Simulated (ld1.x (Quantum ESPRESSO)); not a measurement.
Reading a pseudo-wave (Cr (Z = 24))

Columns: radius, all-electron u(r) and pseudo u(r) of the 3d shell (level -15.78 eV) of chromium in the configuration [Ar] 3d4.5 4s0 4p0; revPBE, scalar-relativistic, RRKJ scheme, ld1.x (Quantum ESPRESSO) 7.5.

```csv
r (bohr),all-electron,pseudo
0.132,0.0893,0.0112
0.265,0.3289,0.0833
0.398,0.5616,0.2438
0.530,0.7240,0.4699
0.663,0.8157,0.7068
0.795,0.8487,0.8862
0.928,0.8426,0.9696
1.060,0.8129,0.9553
1.193,0.7698,0.8759
1.325,0.7207,0.7765
1.458,0.6691,0.6878
1.590,0.6181,0.6210
1.723,0.5683,0.5683
1.855,0.5213,0.5213
1.988,0.4767,0.4767
2.120,0.4354,0.4354
2.252,0.3971,0.3971
2.385,0.3613,0.3613
2.518,0.3284,0.3284
2.650,0.2983,0.2983
2.782,0.2707,0.2707
2.915,0.2453,0.2453
3.048,0.2220,0.2220
3.180,0.2009,0.2009
3.312,0.1817,0.1817
3.445,0.1641,0.1641
```

(1) How many radial nodes do the two functions have?

(2) At about which radius was the pseudo-wave matched?

(3) Is the pseudo-wave norm-conserving?

## Answers

(1) The all-electron 3d function has n − l − 1 = 0; the pseudo-wave has 0.

(2) 1.75 bohr, where the columns begin to agree (steps of 0.13 bohr).

(3) Yes: the RRKJ scheme keeps the norm inside the radius equal to the all-electron one, which fixes the energy derivative of the logarithmic derivative at the level.
